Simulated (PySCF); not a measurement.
PySCF input file for Al(Cl)(SeH)2 (AlClH2Se2), SMILES [Cl][Al]([SeH])[SeH], PBE-D3(BJ)/def2-SVP. The structure is a stationary point at PBE-D3(BJ)/def2-SVP. The structure was generated by enumeration; whether it is a known compound was not checked. Other conformers were not sampled.

```python
import numpy as np
from pyscf import gto, scf, dft, df
from pyscf.hessian import thermo

mol = gto.M(
    atom='''
    Al    0.00000000   -0.00000000    0.40279147
    Cl    0.00000000   -0.00000001    2.51630810
    Se    0.00000000    2.07069059   -0.64750332
    H     0.00000000    1.43602177   -1.99165033
    Se    0.00000000   -2.07069058   -0.64750333
    H     0.00000000   -1.43602176   -1.99165034
    ''',
    basis='def2-SVP',
    charge=0,
    spin=0,
    max_memory=1600,
    verbose=3,
)
mf = dft.RKS(mol, xc='pbe').density_fit(auxbasis='def2-universal-jkfit')
mf.disp = 'd3bj'
mf.grids.level = 3
mf.conv_tol = 1e-11
mf.max_cycle = 100
mf.kernel()

# [left out here: the lines that compute and print the analytic Hessian (its translational invariance restored by hand, since the grid's response is missing), thermochemistry and intensities]
```

Log of the run:

```
converged SCF energy = -5505.2499137568

WARN: DFTD3 does not support analytical Hessian, using finite difference


WARN: Mole.unit (angstrom) is changed to Bohr

Mode                                 0                   1                   2
Irrep
Freq [cm^-1]                       87.9363             99.5085            156.5473
Reduced mass [au]                  15.5531             38.1695              1.0141
Force const [Dyne/A]                0.0709              0.2227              0.0146
Char temp [K]                     126.5208            143.1706            225.2367
Normal mode                   x     y     z       x     y     z       x     y     z
       0  Al                 0.00  0.00 -0.07   -0.00 -0.04 -0.00   -0.00 -0.00  0.00
       1  Cl                -0.00 -0.00 -0.07    0.00  0.13 -0.00    0.00  0.00  0.00
       2  Se                -0.00  0.06  0.03    0.00 -0.02  0.04   -0.01 -0.00 -0.00
       3   H                 0.00  0.15 -0.02   -0.00  0.04  0.01    0.70 -0.00  0.00
       4  Se                -0.00 -0.06  0.03    0.00 -0.02 -0.04    0.01  0.00 -0.00
       5   H                -0.00 -0.15 -0.02   -0.00  0.04 -0.01   -0.70  0.00 -0.00
Mode                                 3                   4                   5
Irrep
Freq [cm^-1]                      157.8229            232.6135            238.3831
Reduced mass [au]                  13.8412              1.0860             52.0159
Force const [Dyne/A]                0.2031              0.0346              1.7416
Char temp [K]                     227.0720            334.6790            342.9802
Normal mode                   x     y     z       x     y     z       x     y     z
       0  Al                -0.17  0.00 -0.00    0.04  0.00  0.00   -0.00  0.00  0.05
       1  Cl                 0.04 -0.00 -0.00   -0.03  0.00  0.00    0.00  0.00  0.09
       2  Se                 0.02  0.00 -0.00    0.01  0.00 -0.00    0.00  0.06 -0.03
       3   H                -0.14  0.00 -0.00   -0.68 -0.00 -0.00    0.00 -0.00 -0.00
       4  Se                 0.02  0.00  0.00    0.01 -0.00 -0.00    0.00 -0.06 -0.03
       5   H                -0.14 -0.00  0.00   -0.68  0.00 -0.00    0.00  0.00 -0.00
Mode                                 6                   7                   8
Irrep
Freq [cm^-1]                      460.9343            533.9231            573.4084
Reduced mass [au]                   4.3839              3.2911              1.2735
Force const [Dyne/A]                0.5488              0.5528              0.2467
Char temp [K]                     663.1818            768.1965            825.0070
Normal mode                   x     y     z       x     y     z       x     y     z
       0  Al                 0.00 -0.16  0.00    0.00  0.00  0.12   -0.00  0.08 -0.00
       1  Cl                -0.00  0.00 -0.00   -0.00 -0.00 -0.09    0.00 -0.01  0.00
       2  Se                -0.00  0.02 -0.01    0.00  0.01 -0.00    0.00 -0.02  0.00
       3   H                 0.00  0.29 -0.14   -0.00 -0.34  0.16    0.00  0.56 -0.27
       4  Se                -0.00  0.02  0.01    0.00 -0.01 -0.00    0.00 -0.02 -0.00
       5   H                -0.00  0.29  0.14   -0.00  0.34  0.16   -0.00  0.56  0.27
Mode                                 9                  10                  11
Irrep
Freq [cm^-1]                      619.0061           2353.6764           2357.4914
Reduced mass [au]                   1.4700              1.0205              1.0203
Force const [Dyne/A]                0.3319              3.3308              3.3410
Char temp [K]                     890.6119           3386.4164           3391.9052
Normal mode                   x     y     z       x     y     z       x     y     z
       0  Al                -0.00 -0.00 -0.10   -0.00 -0.00 -0.00    0.00 -0.00  0.00
       1  Cl                 0.00  0.00  0.04    0.00  0.00  0.00    0.00  0.00 -0.00
       2  Se                 0.00  0.01  0.01    0.00 -0.00 -0.01   -0.00  0.00  0.01
       3   H                -0.00 -0.52  0.25   -0.00  0.29  0.64    0.00 -0.29 -0.64
       4  Se                 0.00 -0.01  0.01    0.00 -0.00  0.01   -0.00 -0.00  0.01
       5   H                -0.00  0.52  0.25    0.00  0.29 -0.64    0.00  0.29 -0.64
temperature 298.1500 [K]
pressure 101325.00 [Pa]
Rotational constants [GHz] 1.66857 0.74171 0.51346
Symmetry number 2
Zero-point energy (ZPE) 0.01793 [Eh]   47080.538 [J/mol]
                           tot       elec      trans        rot        vib
Entropy [J/mol/K]       374.866      0.000    176.148    122.284     76.434
Cv [J/mol/K]             91.332      0.000     12.472     12.472     66.389
Cp [J/mol/K]             99.647      0.000     20.786     12.472     66.389
Internal energy [J/mol]                      3718.434   3718.434  59026.237
Internal energy [Eh]   -5505.22460  -5505.24991
Enthalpy [J/mol]                             6197.391   3718.434  59026.237
Enthalpy [Eh]          -5505.22366
Gibbs free energy [J/mol]                  -46321.196 -32740.538  36237.546
Gibbs free energy [Eh] -5505.26622
mode   freq/cm-1   IR/(km/mol)
   1       87.94         2.960
   2       99.51         3.183
   3      156.55         0.000
   4      157.82        15.046
   5      232.61         5.344
   6      238.38         0.905
   7      460.93        67.556
   8      533.92        88.807
   9      573.41        24.369
  10      619.01        33.254
  11     2353.68         7.826
  12     2357.49        13.329
max |gradient| / (hartree/bohr): 5.779888038906359e-05
APT charges: [ 1.2096 -0.53   -0.3351 -0.0047 -0.3351 -0.0047]
```

Self-consistency was reached.

Cost: roughly 60 core-seconds.
